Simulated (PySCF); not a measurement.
Isomers of C6H10FNSi2.

All values: PBE0/pcSseg-1 (PySCF) at GFN2-xTB geometries, gas phase, one conformer each.

Question: Rank by the lowest IAO charge on any atom, lowest value first.
A. `[CH:1]#[C:2][Si@@H:3]([C:4]#[C:5][CH3:6])[Si@@H:7]([NH2:8])[CH2:9][F:10]` with C2–Si3–Si7–N8 69°, Si3–Si7–N8–H 161° and -59°, Si3–Si7–C9–F10 179°
B. `[CH2:1]=[CH:2]/[C:3](=[CH:4]\[C@H:5]([SiH3:6])[C:7]#[N:8])[SiH2:9][F:10]` with C1–C2–C3–C4 -176°, C3–C4–C5–Si6 -89°, C2–C3–Si9–F10 -60°
C. `Fc1cccc(N([SiH3])[SiH3])c1`
D. `[N:1]#[C:2][C@@H:3]1[SiH2:4][C@@H:5]([SiH3:6])[CH2:7]/[C:8]1=[CH:9]/[F:10]` with C2–C3–Si4–C5 -111°, C3–Si4–C5–Si6 -101°, Si4–C5–C7–C8 -41°, C5–C7–C8–C9 -127°
E. `[CH2:1]=[C:2]([CH3:3])[Si@@H:4]1[CH2:5][C@H:6]([C:7]#[N:8])[Si@@H:9]1[F:10]` with C1–C2–Si4–C5 -131°, C2–Si4–C5–C6 -105°, Si4–C5–C6–C7 107°, C5–C6–Si9–F10 125°, C2–Si4–Si9–C6 103°
F. `[CH2:1]=[C:2]([CH3:3])[SiH2:4]/[C:5]([F:6])=[CH:7]\[SiH2:8][C:9]#[N:10]` with C1–C2–Si4–C5 126°, C2–Si4–C5–F6 -68°, C5–C7–Si8–C9 -53°

Answer: A (-0.844 e), C (-0.730 e), D (-0.648 e), B (-0.541 e), E (-0.525 e), F (-0.496 e).

Question: Rank by the highest Hirshfeld charge on any atom, lowest value first.
A. `[N:1]#[C:2][C@@H:3]1[CH2:4][CH2:5][SiH2:6]/[C:7](=[CH:8]/[F:9])[SiH2:10]1` with C2–C3–C4–C5 -53°, C3–C4–C5–Si6 -69°, C4–C5–Si6–C7 49°, C5–Si6–C7–C8 144°
B. `[CH2:1]=[C:2]([CH3:3])[Si@@H:4]1[CH2:5][C@H:6]([C:7]#[N:8])[Si@@H:9]1[F:10]` with C1–C2–Si4–C5 -131°, C2–Si4–C5–C6 -105°, Si4–C5–C6–C7 107°, C5–C6–Si9–F10 125°, C2–Si4–Si9–C6 103°
C. `[CH:1]#[C:2][Si@@H:3]([C:4]#[C:5][CH3:6])[Si@@H:7]([NH2:8])[CH2:9][F:10]` with C2–Si3–Si7–N8 69°, Si3–Si7–N8–H 161° and -59°, Si3–Si7–C9–F10 179°
D. `[N:1]#[C:2][C@@H:3]1[CH2:4][CH2:5][SiH2:6]/[C:7]1=[CH:8]\[SiH2:9][F:10]` with C7–C8–Si9–F10 5°, C2–C3–C4–C5 -73°, C3–C4–C5–Si6 -41°, C4–C5–Si6–C7 23°, C5–Si6–C7–C8 179°
E. `[CH2:1]=[C:2]([CH3:3])[SiH2:4]/[C:5]([F:6])=[CH:7]\[SiH2:8][C:9]#[N:10]` with C1–C2–Si4–C5 126°, C2–Si4–C5–F6 -68°, C5–C7–Si8–C9 -53°
F. `[CH3:1][CH2:2][Si@@H:3]1[CH2:4][Si@H:5]([C:6]#[N:7])[CH:8]=[C:9]1[F:10]` with C1–C2–Si3–C4 57°, C2–Si3–C4–Si5 -103°, Si3–C4–Si5–C6 104°, C4–Si5–C8–C9 6°, C2–Si3–C9–C8 108°

Answer: C (+0.310 e), A (+0.344 e), B (+0.370 e), E (+0.390 e), F (+0.406 e), D (+0.435 e).

Question: Rank by HOMO energy, highest first.
A. `[CH3:1][CH2:2][Si@@H:3]1[CH2:4][Si@H:5]([C:6]#[N:7])[CH:8]=[C:9]1[F:10]` with C1–C2–Si3–C4 57°, C2–Si3–C4–Si5 -103°, Si3–C4–Si5–C6 104°, C4–Si5–C8–C9 6°, C2–Si3–C9–C8 108°
B. `[N:1]#[C:2][C@@H:3]1[SiH2:4][C@@H:5]([SiH3:6])[CH2:7]/[C:8]1=[CH:9]/[F:10]` with C2–C3–Si4–C5 -111°, C3–Si4–C5–Si6 -101°, Si4–C5–C7–C8 -41°, C5–C7–C8–C9 -127°
C. `[N:1]#[C:2][C@@H:3]1[CH2:4][CH2:5][SiH2:6]/[C:7](=[CH:8]/[F:9])[SiH2:10]1` with C2–C3–C4–C5 -53°, C3–C4–C5–Si6 -69°, C4–C5–Si6–C7 49°, C5–Si6–C7–C8 144°
D. `N([SiH3])(c1cccc(c1)F)[SiH3]`
E. `[F:1][c:2]1[cH:3][cH:4][cH:5][c:6]([SiH2:7][NH:8][SiH3:9])[cH:10]1` with C5–C6–Si7–N8 51°, C6–Si7–N8–Si9 -176°

Answer: D (-6.51 eV), E (-7.35 eV), B (-7.65 eV), C (-7.89 eV), A (-8.10 eV).

All values together:

```json
{"SMILES": "CC[Si@@H]1C[Si@H](C#N)C=C1F", "μ (D)": "3.37", "HOMO (eV)": "-8.10", "LUMO (eV)": "-1.00", "lowest IAO charge (e)": "-0.833 (C)", "highest IAO charge (e)": "+0.915 (Si)", "lowest Hirshfeld charge (e)": "-0.244 (C)", "highest Hirshfeld charge (e)": "+0.406 (Si)"}
{"SMILES": "C#C[Si@@H](C#CC)[Si@@H](N)CF", "μ (D)": "1.49", "HOMO (eV)": "-7.26", "LUMO (eV)": "-0.46", "lowest IAO charge (e)": "-0.844 (N)", "highest IAO charge (e)": "+0.772 (Si)", "lowest Hirshfeld charge (e)": "-0.318 (N)", "highest Hirshfeld charge (e)": "+0.310 (Si)"}
{"SMILES": "C=C/C(=C\\[C@H]([SiH3])C#N)[SiH2]F", "μ (D)": "4.33", "HOMO (eV)": "-7.31", "LUMO (eV)": "-1.72", "lowest IAO charge (e)": "-0.541 (F)", "highest IAO charge (e)": "+1.077 (Si)", "lowest Hirshfeld charge (e)": "-0.229 (N)", "highest Hirshfeld charge (e)": "+0.420 (Si)"}
{"SMILES": "C#C[Si@@H](C#CC)[Si@H](N)CF", "μ (D)": "2.22", "HOMO (eV)": "-7.25", "LUMO (eV)": "-0.55", "lowest IAO charge (e)": "-0.844 (N)", "highest IAO charge (e)": "+0.771 (Si)", "lowest Hirshfeld charge (e)": "-0.319 (N)", "highest Hirshfeld charge (e)": "+0.312 (Si)"}
{"SMILES": "N#C[C@@H]1CC[SiH2]/C(=C/F)[SiH2]1", "μ (D)": "3.93", "HOMO (eV)": "-7.89", "LUMO (eV)": "-0.84", "lowest IAO charge (e)": "-0.612 (C)", "highest IAO charge (e)": "+0.778 (Si)", "lowest Hirshfeld charge (e)": "-0.236 (N)", "highest Hirshfeld charge (e)": "+0.344 (Si)"}
{"SMILES": "Fc1cccc(N([SiH3])[SiH3])c1", "μ (D)": "1.90", "HOMO (eV)": "-6.51", "LUMO (eV)": "-0.40", "lowest IAO charge (e)": "-0.730 (N)", "highest IAO charge (e)": "+0.735 (Si)", "lowest Hirshfeld charge (e)": "-0.240 (N)", "highest Hirshfeld charge (e)": "+0.354 (Si)"}
{"SMILES": "N#C[C@@H]1CC[SiH2]/C1=C\\[SiH2]F", "μ (D)": "3.41", "HOMO (eV)": "-8.19", "LUMO (eV)": "-1.46", "lowest IAO charge (e)": "-0.548 (C)", "highest IAO charge (e)": "+1.094 (Si)", "lowest Hirshfeld charge (e)": "-0.231 (N)", "highest Hirshfeld charge (e)": "+0.435 (Si)"}
{"SMILES": "Fc1cccc([SiH2]N[SiH3])c1", "μ (D)": "1.62", "HOMO (eV)": "-7.35", "LUMO (eV)": "-0.92", "lowest IAO charge (e)": "-0.944 (N)", "highest IAO charge (e)": "+0.896 (Si)", "lowest Hirshfeld charge (e)": "-0.331 (N)", "highest Hirshfeld charge (e)": "+0.370 (Si)"}
{"SMILES": "N#C[C@@H]1[SiH2][C@@H]([SiH3])C/C1=C/F", "μ (D)": "4.52", "HOMO (eV)": "-7.65", "LUMO (eV)": "-0.43", "lowest IAO charge (e)": "-0.648 (C)", "highest IAO charge (e)": "+0.768 (Si)", "lowest Hirshfeld charge (e)": "-0.240 (N)", "highest Hirshfeld charge (e)": "+0.365 (Si)"}
{"SMILES": "C=C(C)[Si@@H]1C[C@H](C#N)[Si@@H]1F", "μ (D)": "4.96", "HOMO (eV)": "-7.73", "LUMO (eV)": "-1.34", "lowest IAO charge (e)": "-0.525 (C/F)", "highest IAO charge (e)": "+0.926 (Si)", "lowest Hirshfeld charge (e)": "-0.236 (N)", "highest Hirshfeld charge (e)": "+0.370 (Si)"}
{"SMILES": "N#C[C@@H]1[SiH2][C@@H]([SiH3])C/C1=C\\F", "μ (D)": "3.63", "HOMO (eV)": "-7.63", "LUMO (eV)": "-0.45", "lowest IAO charge (e)": "-0.646 (C)", "highest IAO charge (e)": "+0.768 (Si)", "lowest Hirshfeld charge (e)": "-0.240 (N)", "highest Hirshfeld charge (e)": "+0.364 (Si)"}
{"SMILES": "C=C(C)[SiH2]/C(F)=C\\[SiH2]C#N", "μ (D)": "2.20", "HOMO (eV)": "-7.74", "LUMO (eV)": "-1.43", "lowest IAO charge (e)": "-0.496 (C)", "highest IAO charge (e)": "+0.768 (Si)", "lowest Hirshfeld charge (e)": "-0.182 (N)", "highest Hirshfeld charge (e)": "+0.390 (Si)"}
```

Conformers: `[CH3:1][CH2:2][Si@@H:3]1[CH2:4][Si@H:5]([C:6]#[N:7])[CH:8]=[C:9]1[F:10]` with C1–C2–Si3–C4 57°, C2–Si3–C4–Si5 -103°, Si3–C4–Si5–C6 104°, C4–Si5–C8–C9 6°, C2–Si3–C9–C8 108°; `[CH:1]#[C:2][Si@@H:3]([C:4]#[C:5][CH3:6])[Si@@H:7]([NH2:8])[CH2:9][F:10]` with C2–Si3–Si7–N8 69°, Si3–Si7–N8–H 161° and -59°, Si3–Si7–C9–F10 179°; `[CH2:1]=[CH:2]/[C:3](=[CH:4]\[C@H:5]([SiH3:6])[C:7]#[N:8])[SiH2:9][F:10]` with C1–C2–C3–C4 -176°, C3–C4–C5–Si6 -89°, C2–C3–Si9–F10 -60°; `[CH:1]#[C:2][Si@@H:3]([C:4]#[C:5][CH3:6])[Si@H:7]([NH2:8])[CH2:9][F:10]` with C2–Si3–Si7–N8 146°, Si3–Si7–N8–H -159° and 62°, Si3–Si7–C9–F10 175°; `[N:1]#[C:2][C@@H:3]1[CH2:4][CH2:5][SiH2:6]/[C:7](=[CH:8]/[F:9])[SiH2:10]1` with C2–C3–C4–C5 -53°, C3–C4–C5–Si6 -69°, C4–C5–Si6–C7 49°, C5–Si6–C7–C8 144°; `[N:1]#[C:2][C@@H:3]1[CH2:4][CH2:5][SiH2:6]/[C:7]1=[CH:8]\[SiH2:9][F:10]` with C7–C8–Si9–F10 5°, C2–C3–C4–C5 -73°, C3–C4–C5–Si6 -41°, C4–C5–Si6–C7 23°, C5–Si6–C7–C8 179°; `[F:1][c:2]1[cH:3][cH:4][cH:5][c:6]([SiH2:7][NH:8][SiH3:9])[cH:10]1` with C5–C6–Si7–N8 51°, C6–Si7–N8–Si9 -176°; `[N:1]#[C:2][C@@H:3]1[SiH2:4][C@@H:5]([SiH3:6])[CH2:7]/[C:8]1=[CH:9]/[F:10]` with C2–C3–Si4–C5 -111°, C3–Si4–C5–Si6 -101°, Si4–C5–C7–C8 -41°, C5–C7–C8–C9 -127°; `[CH2:1]=[C:2]([CH3:3])[Si@@H:4]1[CH2:5][C@H:6]([C:7]#[N:8])[Si@@H:9]1[F:10]` with C1–C2–Si4–C5 -131°, C2–Si4–C5–C6 -105°, Si4–C5–C6–C7 107°, C5–C6–Si9–F10 125°, C2–Si4–Si9–C6 103°; `[N:1]#[C:2][C@@H:3]1[SiH2:4][C@@H:5]([SiH3:6])[CH2:7]/[C:8]1=[CH:9]\[F:10]` with C2–C3–Si4–C5 -110°, C3–Si4–C5–Si6 -102°, Si4–C5–C7–C8 -39°, C5–C7–C8–C9 -129°; `[CH2:1]=[C:2]([CH3:3])[SiH2:4]/[C:5]([F:6])=[CH:7]\[SiH2:8][C:9]#[N:10]` with C1–C2–Si4–C5 126°, C2–Si4–C5–F6 -68°, C5–C7–Si8–C9 -53°.
